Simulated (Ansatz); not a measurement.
Cartesian coordinates (Å):
```xyz
11

B      1.6212    -0.5221    -0.0020
B      0.0939     0.0670     0.0561
B     -0.1585     1.6482     0.4013
C     -1.1393    -0.8858    -0.2702
H      2.2584    -0.5429    -1.0136
H      2.1583    -0.9542     0.9754
H     -0.2838     2.0271     1.5288
H     -0.2224     2.4838    -0.4517
H     -0.9599    -1.9437    -0.0746
H     -2.0761    -0.5899     0.2039
H     -1.2919    -0.7875    -1.3534
```
Charge 0, spin multiplicity 1.

All values below come from Ansatz (a program for electronic structure) with frozen-core CCSD(T)/cc-pVTZ // B3LYP-D3(BJ)/def2-TZVP.

```
Property                       Result
----------------------  -------------
HF energy               -115.96361 Ha
MP2 correlation energy    -0.47411 Ha
```

Problem. Estimate the CCSD correlation energy, the (T) correction, the total energy and the T1 diagnostic.

Solution. 
```json
{
 "CCSD correlation energy": "-0.53090 Ha",
 "(T) correction": "-0.01895 Ha",
 "CCSD(T) total energy": "-116.51346 Ha",
 "T1 diagnostic": "0.014"
}
```
